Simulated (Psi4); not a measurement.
O3W, triplet, geometry from GFN2-xTB (such geometries of metal compounds can be far from the true shape) (the multiplicity is a formal guess) (core potentials on W), with bond 4-1 at 1.3 times its length; HF/def2-SV(P) run with Psi4.

Input for Psi4:
```
memory 2 GB

molecule {
0 3
W    -0.00000000   -0.00000000   -0.00000000
O     1.53904904   -0.32151783   -0.68643171
O    -0.49796156   -0.83029806    1.41628866
O    -1.35341372    1.49736066   -0.94881403
}

set {
  basis def2-sv(p)
  reference uhf
  puream true
}

energy('scf')
print_variables()
```

### Question
Write the output that Psi4 gives for this input, abridged.

### Answer

```
   => Loading Basis Set <=

    Name: DEF2-SV(P)
    Role: ORBITAL
    Keyword: BASIS

    !!!  WARNING: ECP capability is in beta. Please check occupations closely.  !!!

         ---------------------------------------------------------
                                   SCF
               by Justin Turney, Rob Parrish, Andy Simmonett
                          and Daniel G. A. Smith
                              UHF Reference
         ---------------------------------------------------------

  ==> Geometry <==

    Molecular point group: c2v
    Full point group: C2v

    Geometry (in Angstrom), charge = 0, multiplicity = 3:

       Center              X                  Y                   Z               Mass
    ------------   -----------------  -----------------  -----------------  -----------------
         W           -0.000000000000     0.000000000000    -0.035493435014   183.950930920000
         O            0.000000000000    -1.485740763169    -0.893286264451    15.994914619570
         O           -0.000000000000     1.485740763169    -0.893286264451    15.994914619570
         O            0.000000000000     0.000000000000     2.194767918981    15.994914619570

  Running in c2v symmetry.

  Rotational constants: A =      0.23873  B =      0.16398  C =      0.09721 [cm^-1]
  Rotational constants: A =   7156.80525  B =   4915.85336  C =   2914.17212 [MHz]
  Nuclear repulsion =  126.830986283104835

  Charge       = 0
  Multiplicity = 3
  Electrons    = 38
  Nalpha       = 20
  Nbeta        = 18

  ==> Algorithm <==

  SCF Algorithm Type is DF.
  DIIS enabled.
  MOM disabled.
  Fractional occupation disabled.
  Guess Type is SAD.
  Energy threshold   = 1.00e-06
  Density threshold  = 1.00e-06
  Integral threshold = 1.00e-12

  ==> Primary Basis <==

  Basis Set: DEF2-SV(P)
    Blend: DEF2-SV(P)
    Number of shells: 29
    Number of basis functions: 67
    Number of Cartesian functions: 72
    Spherical Harmonics?: true
    Max angular momentum: 2

  Core potential: DEF2-SV(P)
    Number of shells: 4
    Number of ECP primitives: 10
    Number of ECP core electrons: 60
    Max angular momentum: 3

   => Loading Basis Set <=

    Name: (DEF2-SV(P) AUX)
    Role: JKFIT
    Keyword: DF_BASIS_SCF

  ==> Integral Setup <==

  SCF_SUBTYPE=INCORE selected. In-core MEM_DF algorithm will be used.
  Using in-core AOs.

  ==> MemDFJK: Density-Fitted J/K Matrices <==

    J tasked:                   Yes
    K tasked:                   Yes
[...]
   @DF-UHF iter  16:  -290.64480012358399   -1.32912e-08   9.43104e-07 DIIS
  Energy and wave function converged.

  ==> Post-Iterations <==

   @Spin Contamination Metric:   3.491070081E-02
   @S^2 Expected:                2.000000000E+00
   @S^2 Observed:                2.034910701E+00
   @S   Expected:                1.000000000E+00
   @S   Observed:                1.000000000E+00

    Orbital Energies [Eh]
    ---------------------

    Alpha Occupied:

[...]
    Alpha Virtual:

[...]
    Beta Occupied:

[...]
    Beta Virtual:

[...]
      30A1   575.842793

    Final Occupation by Irrep:
             A1    A2    B1    B2
    DOCC [     9,    1,    3,    5 ]
    SOCC [     0,    0,    1,    1 ]
    NA   [     9,    1,    4,    6 ]
    NB   [     9,    1,    3,    5 ]

  @DF-UHF Final Energy:  -290.64480012358399

   => Energetics <=

    Nuclear Repulsion Energy =            126.8309862831048349
    One-Electron Energy =                -674.2452080095051770
    Two-Electron Energy =                 256.7694216028163510
    Total Energy =                       -290.6448001235839911

  UHF NO Occupations:
  HONO-2 :    1 A2 1.9915076
  HONO-1 :    6 B2 1.0000000
  HONO-0 :    4 B1 1.0000000
  LUNO+0 :    2 A2 0.0084924
  LUNO+1 :    5 B1 0.0037305
  LUNO+2 :    6 B1 0.0021811
  LUNO+3 :   10 A1 0.0017969

Computation Completed

Properties will be evaluated at   0.000000,   0.000000,   0.000000 [a0]

Properties computed using the SCF density matrix

 Multipole Moments:

 ------------------------------------------------------------------------------------
     Multipole            Electronic (a.u.)      Nuclear  (a.u.)        Total (a.u.)
 ------------------------------------------------------------------------------------

 L = 1.  Multiply by 2.5417464519 to convert [e a0] to [Debye]
 Dipole X            :          0.0000000            0.0000000            0.0000000
 Dipole Y            :          0.0000000           -0.0000000           -0.0000000
 Dipole Z            :         -5.2410893            5.2319997           -0.0090895
 Magnitude           :                                                    0.0090895

 ------------------------------------------------------------------------------------

  Variable Map:
  ----------------------------------------------------------------------------
[...]
  Array Variable Map:
  ----------------------------------------------------------------------------
[...]
[...]
```
